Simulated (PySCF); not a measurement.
## Energy of Sn (tin, neutral) between two integer charges

The 5p alpha orbital of [Kr] 4d10 5s2 5p2 is emptied in steps (occupation f), with all orbitals relaxed, ending at [Kr] 4d10 5s2 5p1. All numbers are calculated (PySCF 2.14, a scalar-relativistic core potential, in aug-cc-pVTZ-PP with ECP28MDF (6s5p4d2f, 55 functions)). The exact energy is a straight line in f; departures are measured from the line between the end points of the same method.

```tsv
f	UHF (eV)	LDA (eV)	PBE (eV)	PBE0 (eV)	r2SCAN (eV)	LC-wPBE (eV)	BHandHLYP (eV)	wB97X (eV)	HSE06 (eV)	CAM-B3LYP (eV)
1	0.000	0.000	0.000	0.000	0.000	0.000	0.000	0.000	0.000	0.000
0.8	0.064	-0.525	-0.508	-0.366	-0.481	0.005	-0.239	-0.038	-0.432	-0.197
0.6	0.094	-0.794	-0.766	-0.549	-0.717	0.010	-0.360	-0.061	-0.650	-0.298
0.4	0.091	-0.799	-0.768	-0.549	-0.709	0.013	-0.362	-0.065	-0.651	-0.299
0.2	0.060	-0.535	-0.513	-0.365	-0.467	0.011	-0.242	-0.046	-0.434	-0.200
0	0.000	0.000	0.000	0.000	0.000	0.000	0.000	0.000	0.000	0.000
```

**Question.** For PBE, how does the orbital energy at f = 1 compare with the removal energy?

**Answer.** −ε = 4.109 eV against a total-energy difference of 7.260 eV. By Janak's theorem ε = ∂E/∂f, so the gap between them reflects the curvature. Along the path −ε is 5.340 (f = 0.8), 6.605 (f = 0.6), 7.889 (f = 0.4), 9.181 (f = 0.2) eV.

```csv
method,E(f=0) − E(f=1) (eV),−ε at f=1 (eV),−ε at f=0.4 (eV)
UHF,6.851,7.261,6.764
LDA,7.412,4.161,8.056
PBE,7.260,4.109,7.889
PBE0,7.306,5.024,7.768
r2SCAN,7.403,4.394,8.038
LC-wPBE,7.379,7.405,7.385
BHandHLYP,7.168,5.680,7.463
wB97X,7.097,6.873,7.129
HSE06,7.308,4.620,7.848
CAM-B3LYP,7.287,6.060,7.529
```

Reference removal energy between the ground levels: 7.344 eV (measured; NIST Atomic Spectra Database, ionization energies). The calculation has no spin-orbit coupling. UHF lacks correlation.
